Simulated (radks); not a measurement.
In+, configuration [Kr] 4d9.5 5p2.5 (fractional occupations, a model configuration).

All-electron calculation, Dirac Kohn-Sham, PBE, spin-unpolarised, spherical densities, finite nucleus; open shells are shared between the two j in proportion to 2j + 1; Fermi nuclear charge, rms radius 4.6156 fm. Program: a radial shooting solver on a logarithmic mesh with Libxc functionals.

Energy parts (hartree):
total: -5882.01340
kinetic: 6180.31530
electron-nucleus: -14250.14881
Hartree: 2347.24810
exchange-correlation: -159.42800

Orbitals (lengths in bohr, moments of r in powers of bohr; <r^-3> diverges for s and p1/2):
\begin{tabular}{lrrr}
orbital & occ. & eigenvalue (hartree) & <r^-3> \\ \hline
1s1/2 & 2 & -1019.776 & - \\
2s1/2 & 2 & -153.0989 & - \\
2p1/2 & 2 & -142.8104 & - \\
2p3/2 & 4 & -135.0610 & 4019 \\
3s1/2 & 2 & -29.48045 & - \\
3p1/2 & 2 & -25.32832 & - \\
3p3/2 & 4 & -23.92841 & 739.5 \\
3d3/2 & 4 & -16.58549 & 115.4 \\
3d5/2 & 6 & -16.29867 & 108.0 \\
4s1/2 & 2 & -4.90952 & - \\
4p1/2 & 2 & -3.55038 & - \\
4p3/2 & 4 & -3.30423 & 130.0 \\
4d3/2 & 3.8 & -1.19299 & 13.63 \\
4d5/2 & 5.7 & -1.15999 & 12.61 \\
5p1/2 & 0.833333 & -0.40683 & - \\
5p3/2 & 1.66667 & -0.38727 & 10.30 \\
\end{tabular}

The highest occupied level is 5p3/2 at -10.538 eV. The density falls to 0.001 e/bohr^3 at r = 4.52 bohr.
